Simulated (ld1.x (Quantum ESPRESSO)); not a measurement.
nitrogen (N): excitation energies, all-electron against ultrasoft

ld1.x (Quantum ESPRESSO) 7.5 input, shortened:

```
&input
   title='N', zed=7., rel=1, dft='PZ', iswitch=3,
   config='[He] 2s2 2p1.5 3d-2'
 /
 &inputp
   pseudotype=3, tm=.true., lloc=-1, rcloc=0.80,
   nlcc=.true., rcore=0.60
 /
5
2S  1  0   2.00   0.00  1.00  1.10  0.0
2S  1  0   0.00   1.60  1.00  1.10  0.0
2P  2  1   1.50   0.00  0.95  1.10  0.0
2P  2  1   0.00   2.25  0.95  1.10  0.0
3D  3  2  -2.00  -0.15  0.90  1.00  0.0
 &test
   configts(1)='2s2 2p1.5'
 /
```

Energies are relative to the spin-unpolarised reference configuration 2s2 2p1.5; without spin polarisation the order of configurations can differ from experiment. Spin-polarised rows fill each open shell by Hund’s rule, majority spin first.

```json
{"valence configuration": "2s2 2p3", "charge": "0", "ΔE all-electron (eV)": "-26.116", "error AE − PS (meV)": "+8.1"}
{"valence configuration": "2s2 2p2", "charge": "+1", "ΔE all-electron (eV)": "-12.384", "error AE − PS (meV)": "+2.2"}
{"valence configuration": "2s1 2p0", "charge": "+4", "ΔE all-electron (eV)": "141.224", "error AE − PS (meV)": "+220"}
{"valence configuration": "2s2 2p3.3", "charge": "-0.3", "ΔE all-electron (eV)": "-27.781", "error AE − PS (meV)": "+9.0"}
{"valence configuration": "2s1 2p3", "charge": "+1", "ΔE all-electron (eV)": "-0.931", "error AE − PS (meV)": "+14"}
{"valence configuration": "2s2 2p0", "charge": "+3", "ΔE all-electron (eV)": "63.751", "error AE − PS (meV)": "+61"}
{"valence configuration": "2s2 2p1.5 (spin-polarised)", "charge": "+1.5", "ΔE all-electron (eV)": "-1.087", "error AE − PS (meV)": "+62"}
{"valence configuration": "2s2 2p3 (spin-polarised)", "charge": "0", "ΔE all-electron (eV)": "-29.008", "error AE − PS (meV)": "+134"}
```

Q: What are ΔE and the potential's error for 2s2 2p1?

A: ΔE = 16.586 eV all-electron; the error (AE − PS) is +3.1 meV.
